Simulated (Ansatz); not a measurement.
CH₄N₂OSi (`OC1=N[SiH2]N1`). Charge 0, multiplicity 1.

```xyz
9

O    -0.766    0.312   -1.918
C    -0.149    0.155   -0.753
N     0.908    0.785   -0.340
Si    0.651   -0.073    1.162
N    -0.623   -0.773    0.150
H    -0.280    1.001   -2.390
H     0.153    0.722    2.310
H     1.682   -1.036    1.615
H    -1.576   -1.093    0.164
```

What are the harmonic wavenumbers in cm⁻¹ at PBE0-D4/def2-TZVP (Ansatz, finite differences of forces, unscaled)? (An estimate is asked.)

Ansatz gave: 167, 375, 443, 549, 592, 595, 662, 698, 770, 786, 887, 986, 1046, 1164, 1216, 1499, 1619, 2246, 2252, 3662, 3803.

Is this a minimum?

Yes, all 21 modes are real.

Give the ideal-gas thermochemistry at 298.15 K and 1 bar (rigid rotor, harmonic oscillator; point group C1, symmetry number 1).

Zero-point energy 155.6 kJ/mol; H(298) − E = 171.6 kJ/mol; entropy 302.0 J/(mol·K), of which translation 164.7, rotation 106.5, vibration 30.8; G(298) − E = 81.6 kJ/mol.

Rotational constants (cm⁻¹)?

0.3902, 0.1167, 0.09304.
